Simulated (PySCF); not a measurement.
## A thermochemical cycle for SiTe

CCSD(T) in PySCF with x2c-SVPall on every atom, spin-free X2C, for the lowest determinant that a PBE0 search found; no spin–orbit coupling. SiTe, a singlet (closed shell), has De = 4.28 eV to neutral atoms, and SiTe⁺, a doublet (π ↑), has De = 3.20 eV to Si⁺ + Te.

At the same level the Si atom ionises at 7.87 eV.

What is the adiabatic ionisation energy of the molecule, and does ionisation strengthen or weaken the bond?

IE = IE(Si) + De(neutral) − De(ion) = 7.87 + 4.28 − 3.20 = 8.95 eV. De changes by -1.08 eV, so ionisation weakens the bond.

Correlated steps freeze 23 core orbitals. Correlated levels converge slowly with the basis: in double zeta they bind strong bonds too weakly, by up to about 1 eV, and carry superposition errors of some tenths. Spin–orbit coupling is left out, which matters for elements this heavy, above all for dissociation energies. For an ion De counts to the pair picked by the measured ionisation energies or electron affinities, which need not be the lowest pair at this level. Where the molecule has an RHF reference, its open-shell atoms are computed with UHF. The CCSD T1 diagnostic is raised in SiTe, a sign that a single reference may not be enough there. States were picked by a PBE0 search and need not be the measured ground states.
